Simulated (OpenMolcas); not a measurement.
V III: effect of the IPEA shift

```json
{
  "Program": "OpenMolcas 26.06",
  "Basis": "ANO-RCC-VTZP [6s5p3d2f1g]",
  "Scalar Hamiltonian": "DKH2, point nucleus",
  "Active space": "3 electrons in 6 orbitals (3d 4s)",
  "State averaging": "2S+1 = 4 even, 20 roots; 2S+1 = 2 even, 64 roots kept (CI in the orbitals of an earlier block)",
  "Spin-orbit coupling": "RASSI with atomic mean-field integrals over the reference wave functions, term energies averaged over their components"
}
```

Methods on the same reference wave functions:
A. CASSCF
B. MS-CASPT2, IPEA 0 Eh, imaginary shift 0.1 Eh (closed shells correlated: 3s 3p)
C. MS-CASPT2, IPEA 0.25 Eh, imaginary shift 0.1 Eh (closed shells correlated: 3s 3p)

Energies in cm-1 above 3d3 4F 3/2, the measured ground level; measured values from Sugar and Corliss, J. Phys. Chem. Ref. Data 7, 1191 (1978).

```tsv
Level	A	B	C	Measured
3d3 4F 3/2	0.0	0.0	0.0	0.0
3d3 4F 5/2	161	163	162	146
3d3 4F 7/2	383	385	385	342
3d3 4F 9/2	662	663	663	584
3d3 4P 1/2	15320	11470	11800	11514
3d3 4P 3/2	15398	11540	11870	11592
3d3 2G 7/2	15486	11590	12160	11966
3d3 4P 5/2	15579	11730	12060	11770
3d3 2G 9/2	15727	11840	12400	12187
3d3 2P 1/2	20477	14980	15580	15580
3d3 2H 9/2	20580	16950	17320	16811
3d3 2P 3/2	20591	15010	15620	15550
3d3 2H 11/2	20768	17140	17510	16978
3d3 2D 3/2(1)	22310	15960	16640	16330
3d3 2D 5/2(1)	22505	16060	16770	16375
3d3 2F 7/2	35668	27440	28120	27728
3d3 2F 5/2	35771	27540	28220	27847
3d2 4s 4F 3/2	45676	46520	46430	43942
3d2 4s 4F 5/2	45833	46670	46590	44110
3d2 4s 4F 7/2	46055	46900	46810	44346
3d2 4s 4F 9/2	46341	47180	47100	44647
3d2 4s 2F 5/2	52541	51280	51320	49328
3d2 4s 2F 7/2	52984	51720	51770	49805
3d3 2D 5/2(2)	55819	42720	43400	42267
```

Deviations, from unrounded energies. A percentage is the sum of absolute deviations over the sum of measured energies, with the sign that they share, or ± where signs differ.

```
                        Against measurement  Levels      A      B      C
             mean absolute deviation (cm-1)      23   4000    790    820
      fine structure of the ground term (%)       3  +12.6  +13.1  +13.0
other terms of the ground configuration (%)      14  +30.5   ±1.6   ±2.0
                   other configurations (%)       6   +4.8   +5.1   +5.0
```

B, C lie about equally close to measurement and A furthest from it. The largest miss of B in the table is 3d2 4s 4F 3/2, by +2600 cm-1. The ranking rests on the paired levels alone, and a cruder setting can come out closer through cancelling errors.

Between B and C the level of the table that moves most is 3d3 2D 5/2(1), by 710 cm-1 (lowest in B, highest in C). Moves below CASPT2's spread within the term are not significant.

The mean deviations of B to C differ by less than CASPT2's widest spread within a term (1500 cm-1), so their order carries little weight.

From A to B the spin-free energies of the other terms of 3d3 shown, above 4F, scale by factors of 0.71 to 0.82, as is usual when dynamic correlation screens the repulsion within a d or f shell.

The lowest spin-free term lies below A's lowest term by 0.344 hartree in B, 0.338 hartree in C.

CASPT2 does not keep the components of a term degenerate, so their means are used; among the terms shown or strongly mixed into the levels shown the widest spread is 1500 cm-1 (3d2 4s 2F, C). Terms from blocks run as CI alone lack orbitals of their own. A single d shell beside an s shell can misplace configurations of different d count against each other. Without dynamic correlation excited terms often stand tens of per cent too high (terms of higher spin than the ground term too low), and those without a measured partner can miss by more than the paired ones (holds for A). Some levels mix across a computed gap that differs much from the measured one, so their mixing is not that of the real levels (holds for A; C). The CASPT2 spread within a term exceeds the gap to the next term for 3d3 4P and 3d3 2G, so the order of their levels is uncertain (holds for C). Computed and measured levels are paired by configuration, term and J; levels that our copy of the source lacks, or whose pairing is in doubt (as where it misses far off the trend of its configuration), stay unpaired and out of the deviations. Only configurations of the active space appear. The table leaves out levels that lie high or whose names do not pair safely across all columns.

A number in round brackets counts repeated terms of one configuration in the order of the reference energies.
